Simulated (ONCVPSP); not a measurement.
## Configuration tests for silicon (ONCV)

ONCVPSP 4.0.1 input, shortened (lines: element, Z, core and valence counts, functional; n l f; lmax; l rc ep ncon nbas qcut; lloc lpopt rc5 dvloc0; l nproj debl; icmod fcfact rcfact), LDA (Perdew-Zunger), scalar-relativistic:

```
  Si 14.00    3    2        3      upf
    1    0    2.00
    2    0    2.00
    2    1    6.00
    3    0    2.00
    3    1    2.00
    2
    0    1.85    0.00    5    9    3.40
    1    1.45    0.00    4    9    6.20
    2    1.60    0.05    4    9    6.80
    4    2    1.05    0.00
    0    1    4.00
    1    2    1.40
    2    3    0.60
    4    0.40    0.00
```

Energies are relative to the spin-unpolarised reference configuration 3s2 3p2; without spin polarisation the order of configurations can differ from experiment.

```json
{"valence configuration": "3s2 3p0", "charge": "+2", "ΔE all-electron (eV)": "23.943", "error AE − PS (meV)": "+17"}
{"valence configuration": "3s1 3p0", "charge": "+3", "ΔE all-electron (eV)": "58.088", "error AE − PS (meV)": "+31"}
```

(1) What are ΔE and the potential's error for 3s2 3p1?

(2) What are ΔE and the potential's error for 3s2 3p1.5?

Levels in the configuration 3s1 3p0:

```tsv
level	all-electron (eV)	pseudo (eV)
3s	-39.696	-39.713
```

Note: ghosts flagged at negative energy: p at -52.1 eV; GHOST(+) flagged for d at 157.6 eV. A true bound ghost makes a file unfit for plane-wave use.

## Answers

(1) ΔE = 7.829 eV all-electron; the error (AE − PS) is +1.5 meV.

(2) ΔE = 2.965 eV all-electron; the error (AE − PS) is +0.2 meV.
